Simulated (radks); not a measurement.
Values are calculated unless marked as measured or tabulated.
B+, 4 electrons, occupied as [He] 2s2. Level of theory: scalar-relativistic Kohn-Sham, PBE, spin-unpolarised, spherical densities, point nucleus; hard spherical wall at 15 bohr (a radial shooting solver on a logarithmic mesh with Libxc functionals). Some entries of the table are withheld. Estimate them.

orbital  occ.  eigenvalue (Ry)  r(max) (bohr)
1s          2        -14.23126         0.2104
2s          2              (1)          1.446
2p          0         -0.98225            (2)

Answer. 
(1) 2s eigenvalue (Ry): -1.43403
(2) 2p r(max) (bohr): 1.402
